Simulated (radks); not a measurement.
Species: Ba. Configuration: [Xe] 4f1 6s1 (not the ground configuration).

Calculated with a radial shooting solver on a logarithmic mesh with Libxc functionals: Dirac Kohn-Sham, LDA (Slater exchange, Perdew-Wang correlation), spin-unpolarised, spherical densities, point nucleus; open shells are shared between the two j in proportion to 2j + 1.

Energy parts (eV):
part                      energy
total                 -221307.74
kinetic                236202.93
electron-nucleus      -538327.36
Hartree                 86037.57
exchange-correlation    -5220.88

Orbitals (lengths in bohr, moments of r in powers of bohr; r(90%) holds 90 % of the orbital's charge):
orbital      occ.  eigenvalue (eV)  r(90%)      <r^4>      <r>   <1/r>
1s1/2           2        -37191.79  0.0461  2.080e-06  0.02560   60.65
2s1/2           2        -5878.363   0.170  0.0003467   0.1094   14.24
2p1/2           2        -5539.840   0.151  0.0002191  0.09197   14.23
2p3/2           4        -5158.587   0.159  0.0002689  0.09796   12.99
3s1/2           2        -1241.174   0.429    0.01446   0.2920   5.113
3p1/2           2        -1098.833   0.424    0.01357   0.2818   5.029
3p3/2           4        -1025.173   0.440    0.01586   0.2938   4.719
3d3/2           4        -774.5374   0.415    0.01241   0.2645   4.583
3d5/2           6        -758.8163   0.420    0.01303   0.2683   4.504
4s1/2           2        -244.1053   0.971     0.3860   0.6745   2.105
4p1/2           2        -192.3728    1.02     0.4619   0.6974   1.999
4p3/2           4        -176.9135    1.06     0.5394   0.7251   1.897
4d3/2           4         -92.3206    1.20     0.8980   0.7963   1.669
4d5/2           6         -89.6999    1.22     0.9448   0.8065   1.644
4f5/2    0.428571          -0.3526    22.2      85240    10.31  0.3724
4f7/2    0.571429          -0.3195    25.6     167100    15.64  0.1638
5s1/2           2         -35.5453    2.37      13.72    1.642  0.8078
5p1/2           2         -22.1460    2.75      24.63    1.871  0.7025
5p3/2           4         -20.0612    2.88      29.76    1.959  0.6664
6s1/2           1          -5.0181    6.54      787.5    4.502  0.2806

The highest occupied level is 4f7/2 at -0.319 eV. The density falls to 0.001 e/bohr^3 at r = 4.81 bohr.
